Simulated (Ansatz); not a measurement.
Relaxation of BH6NSeSi (10 atoms, charge 0, multiplicity 1), to a largest force component of 0.015 eV/Å in at most 40 steps.

These are results of RKS PBE/def2-SVP in Ansatz, not measurements.

```xyz
10
Properties=species:S:1:pos:R:3
N -0.410 1.828 -0.789
B 0.098 0.527 -1.245
Se 1.717 -0.212 -0.375
Si 0.538 -1.308 1.163
H -1.322 2.040 -1.377
H -0.757 1.781 0.193
H -0.392 -0.074 -2.111
H -0.401 -2.229 0.462
H -0.324 -0.331 1.979
H 1.335 -2.074 2.103
```

Where does it end, and by what steps?

The forces met the threshold. After 18 steps the energy has fallen by 1.094 eV; H7 moved furthest, 1.50 Å.

```csv
step,energy less start (eV),largest force component (eV/Å),accepted
0,0.0000,2.692,yes
1,-0.4653,1.595,yes
2,-0.6475,2.548,yes
3,-0.7711,1.747,yes
4,-0.8870,0.284,yes
5,-0.8380,0.511,no
6,-0.9059,0.136,yes
7,-0.9152,0.134,yes
8,-0.9266,0.394,yes
9,-0.9488,0.669,yes
10,-0.9726,0.788,yes
11,-1.0106,0.685,yes
12,-1.0631,0.364,yes
13,-1.0849,0.193,yes
14,-1.0864,0.153,yes
15,-1.0904,0.126,yes
16,-1.0938,0.016,yes
17,-1.0938,0.036,yes
18,-1.0940,0.006,yes
```

```xyz
10
Properties=species:S:1:pos:R:3
N -0.843 1.209 -0.768
B 0.245 0.646 -1.443
Se 1.452 -0.751 -0.746
Si 0.470 -1.196 1.283
H -1.416 1.936 -1.198
H -1.128 0.981 0.186
H 0.521 1.021 -2.565
H -0.825 -1.951 1.136
H 0.169 0.076 2.037
H 1.437 -2.023 2.080
```

Whether the end is a true minimum wasn't checked by a vibrational analysis.

Time of the run: 42 s on 2 threads of Intel(R) Xeon(R) Platinum 8488C (Sapphire Rapids), on a shared host, peak memory 0.17 GiB.
